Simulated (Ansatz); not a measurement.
`[Au][S]CCCCc1ccc(-c2ccc(-c3cccs3)s2)s1` was relaxed with r2SCAN-D4 (def2-SVP) in Ansatz in these states: charge -1 doublet, neutral singlet. The geometries follow in no particular order.

In the def2 sets Au takes a core potential; there is no spin–orbit coupling. Single mean-field runs in def2-SVP are fitted with def2-universal-jkfit.

A:

```
atom    x (Å)    y (Å)    z (Å)
 Au1   7.0306   4.8585   0.8921
  S2   7.0573   2.8167  -0.0688
  C3   5.3098   2.2885   0.0256
  C4   4.7596   2.1137   1.4365
  C5   3.3463   1.5291   1.4801
  C6   2.2659   2.4678   0.9191
  C7   0.8807   1.9121   1.0089
  C8  -0.1611   2.3029   1.8255
  C9  -1.3380   1.5293   1.6614
 C10  -1.2040   0.5223   0.7160
 C11  -2.1865  -0.4477   0.2981
 C12  -3.4163  -0.7309   0.8795
 C13  -4.1379  -1.7391   0.2054
 C14  -3.4759  -2.2503  -0.9036
 C15  -3.8907  -3.2818  -1.8214
 C16  -3.2176  -3.8018  -2.9187
 C17  -3.9439  -4.8181  -3.5915
 C18  -5.1668  -5.0707  -3.0130
 S19  -5.4385  -4.0679  -1.6372
 S20  -1.9399  -1.4490  -1.1093
 S21   0.4040   0.5512   0.0357
 H22   5.3300   1.3135  -0.4998
 H23   4.6892   2.9634  -0.5857
 H24   5.4482   1.4647   2.0040
 H25   4.7773   3.0966   1.9470
 H26   3.3192   0.5704   0.9298
 H27   3.0869   1.2829   2.5242
 H28   2.4965   2.7213  -0.1312
 H29   2.2834   3.4204   1.4767
 H30  -0.0762   3.1420   2.5202
 H31  -2.2675   1.7097   2.2046
 H32  -3.7716  -0.2284   1.7807
 H33  -5.1200  -2.0992   0.5202
 H34  -2.2267  -3.4546  -3.2203
 H35  -3.5792  -5.3463  -4.4746
 H36  -5.9264  -5.7911  -3.3161
```

B:

Cartesian coordinates in Å:
```
Au -6.962 2.904 -4.002
S -7.073 2.526 -1.672
C -5.364 1.965 -1.328
C -5.023 0.604 -1.931
C -3.620 0.093 -1.594
C -2.490 0.926 -2.222
C -1.121 0.375 -1.989
C -0.255 -0.213 -2.891
C 0.962 -0.658 -2.319
C 1.049 -0.418 -0.949
C 2.126 -0.734 -0.054
C 3.294 -1.452 -0.321
C 4.150 -1.575 0.786
C 3.670 -0.960 1.944
C 4.257 -0.884 3.248
C 3.776 -0.263 4.402
C 4.641 -0.398 5.516
C 5.783 -1.115 5.234
S 5.806 -1.638 3.581
S 2.117 -0.211 1.619
S -0.415 0.366 -0.394
H -5.279 1.918 -0.224
H -4.652 2.737 -1.667
H -5.775 -0.126 -1.587
H -5.148 0.673 -3.028
H -3.479 0.064 -0.496
H -3.511 -0.951 -1.939
H -2.550 1.965 -1.851
H -2.650 0.985 -3.313
H -0.503 -0.310 -3.951
H 1.767 -1.130 -2.886
H 3.504 -1.880 -1.303
H 5.106 -2.106 0.762
H 2.823 0.270 4.423
H 4.430 0.022 6.502
H 6.611 -1.369 5.896
```

**Question.** Judge from the bond lengths which geometry belongs to which state (an estimate).

**Answer.** A is the neutral singlet (Au1–S2 2.257 Å, C14–S20 1.745 Å, C14–C15 1.442 Å); B is the charge -1 doublet (Au1–S2 2.364 Å, C14–S20 1.755 Å, C14–C15 1.432 Å).

The restricted singlet is unstable towards broken spin symmetry in Hartree–Fock (as tested in another run); at r2SCAN-D4/def2-SVP this wasn't settled. At r2SCAN-D4/def2-SVP the gap within one spin of the relaxed charge -1 doublet nearly closes, so an electron or hole may be smeared out by delocalisation error.
